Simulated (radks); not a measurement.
Results of a calculation; reference values are marked as such.
Neutral carbon inside a hard spherical wall (all orbitals vanish at R), configuration held at [He] 2s2 2p2 and not refilled when levels cross. Level of theory: non-relativistic Kohn-Sham, PBEsol, spin-polarised, spherical densities, point nucleus; open shells are filled with parallel spins first (a radial shooting solver on a logarithmic mesh with Libxc functionals). Eigenvalues in eV for spin up, with the zero of energy where the potential of the charges vanishes at infinity; a dash marks a level that is unbound or too diffuse for the functional's potential to be trusted. A positive occupied level is held by the wall or, in an anion where self-interaction has pushed it up, behind a barrier. The pressure on the wall is -dE/dV.

| R (bohr) | E (hartree) | kinetic (hartree) | e(1s) | e(2s) | e(2p) | e(3s, empty) | e(3p, empty) | pressure (GPa) |
|---|---|---|---|---|---|---|---|---|
| free | -37.62352 | 37.478 | -271.68 | -14.514 | -6.057 | - | - | 0 |
| 20 | -37.62352 | 37.478 | -271.68 | -14.514 | -6.057 | - | - | < 0.0001 |
| 15 | -37.62352 | 37.478 | -271.68 | -14.514 | -6.057 | - | - | < 0.0001 |
| 10 | -37.62350 | 37.478 | -271.67 | -14.511 | -6.054 | 0.407 | 1.753 | 0.000606 |
| 7 | -37.62240 | 37.487 | -271.55 | -14.433 | -5.966 | 2.466 | 4.681 | 0.0737 |
| 6 | -37.61902 | 37.511 | -271.29 | -14.272 | -5.779 | 4.535 | 7.229 | 0.412 |
| 4 | -37.53740 | 37.924 | -268.02 | -12.270 | -3.400 | 19.020 | 22.335 | 19.7 |
| 3.5 | -37.43290 | 38.358 | -265.23 | -10.434 | -1.279 | 29.399 | 32.146 | 58.9 |
| 2 | -35.00301 | 45.037 | -236.62 | 18.073 | 26.585 | 152.56 | 135.47 | 2990 |
